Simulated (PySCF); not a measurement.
**Correlation energy of Ar²⁺ (argon, charge +2)**

[Ne] 3s2 3p4, high-spin 3P determinant. Computed with PySCF 2.14 in def2-QZVPPD, with no relativity, point nucleus. Frozen: 1s2; 14 electrons correlated.

```
  level  correlation energy (mhartree)
   CCSD                        -347.46
    (T)                          -6.52
CCSD(T)                        -353.98
```

Diagnostics: T1 = 0.0059, D1 = 0.0280, largest double amplitude 0.042.

Problem. Is a single reference adequate?

Solution. Yes: T1 lies below 0.03 and no double amplitude reaches 0.07.

This basis was not built for core-valence correlation, so the inner-shell part is incomplete.
